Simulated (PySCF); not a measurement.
C4H4F2O.
Z-matrix (Å and degrees, PBE0-D3(BJ)/def2-SVP geometry), rows numbered from 1:
```
C 
C   1  1.3337
O   2  1.3567  1  127.14
C   3  1.3585  2  117.72  1   -10.06
C   4  1.3308  3  120.48  2   131.15
F   5  1.3108  4  123.21  3   174.79
F   5  1.3064  4  124.93  3    -3.68
H   1  1.0902  2  119.14  3   179.33
H   1  1.0917  2  122.62  3    -1.85
H   2  1.0928  1  122.95  3   179.81
H   4  1.0935  3  118.89  2   -51.81
```

Linear response at wB97X-D/def2-SVPD (PySCF, frozen core in the response, non-relativistic). Isolated species at its PBE0-D3(BJ)/def2-SVP geometry (one conformer only).

Static isotropic polarisability: 56.53 au (8.38 Å³), principal values 43.7, 52.3, 73.6 au.

(1) What is the polarisability at 1064 nm and at the sodium D line?

(2) What is the isotropic C6 coefficient between two such molecules, C6 = (3/π)∫α(iω)² dω?

(3) Which effective excitation energy ω̄ makes London's formula C6 = (3/4)α²ω̄ exact here?

(4) What n − 1 at the D line would an ideal gas of it have at 273.15 K and 1 atm (2.6868 × 10¹⁹ cm⁻³), by n − 1 = 2π·N·α′?

(5) How many electrons N does the Slater–Kirkwood formula C6 = (3/4)·√N·α^(3/2) need to give this C6?

(6) What three-body coefficient follows from the one-pole estimate C9 = (3/4)·α·C6?

(7) How anisotropic is the static polarisability, by Δα² = ½[(α1 − α2)² + (α2 − α3)² + (α3 − α1)²]?

Answers

(1) 57.09 au at 1064 nm (+1.0 %), 58.44 au at 589.3 nm (+3.4 %). The rise at 589.3 nm is 3.42 times that at 1064 nm; a pure ω² law gives 3.26. The lowest singlet lies at 189 nm, shorter than both wavelengths.

(2) 1362 au (Eh·bohr⁶) by a ten-point quadrature over imaginary frequencies, which is 814 eV·Å⁶ or 78.5 J·nm⁶/mol.

(3) ω̄ = 4·C6/(3α²) = 0.568 Eh = 15.5 eV. A one-pole form α(ω) = α/(1 − ω²/ω̄²) fitted to the 1064 nm value gives 11.8 eV.

(4) 14.62 × 10⁻⁴, a formal value whether or not that pressure can be reached.

(5) N = (4·C6/3)²/α³ = 18.3; the species has 54 electrons in all.

(6) 57800 au. This is an estimate from the two numbers above, not a computed integral.

(7) Δα = 26.7 au, or 0.47 of the isotropic value.

Cost: about 60 s of CPU time on one thread; the machine was shared, so the figure is rough. This is the whole response run at wB97X-D/def2-SVPD, SCF included.

wB97X-D is run here without its empirical dispersion term; that term would change no orbital, density or response property at a fixed geometry.
